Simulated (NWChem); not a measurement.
**Correlation energy of Ge (-1)**

```
Ge
```
Charge -1, spin multiplicity 4.

The numbers come from NWChem runs, not from measurements.

Basis set: def2-TZVPD. Each correlation energy counts from its own Hartree-Fock reference.

The Hamiltonian is non-relativistic. The correlated methods keep 9 core orbitals frozen. The stability of the SCF solutions was not checked. Open-shell Hartree-Fock references start from PBE0 orbitals. No row is a measurement; the coupled-cluster row has its own basis-set and correlation limits.

### Question
One of these methods gave a correlation energy of -205.4 mHa. Which?
A. CCSD[T] on ROHF
B. SCS-UMP2
C. CCSD on UHF
D. CCSD[T] on UHF

### Answer
C, CCSD on UHF. The others give -215.5 (CCSD[T] on ROHF), -181.4 (SCS-UMP2), -213.8 (CCSD[T] on UHF).
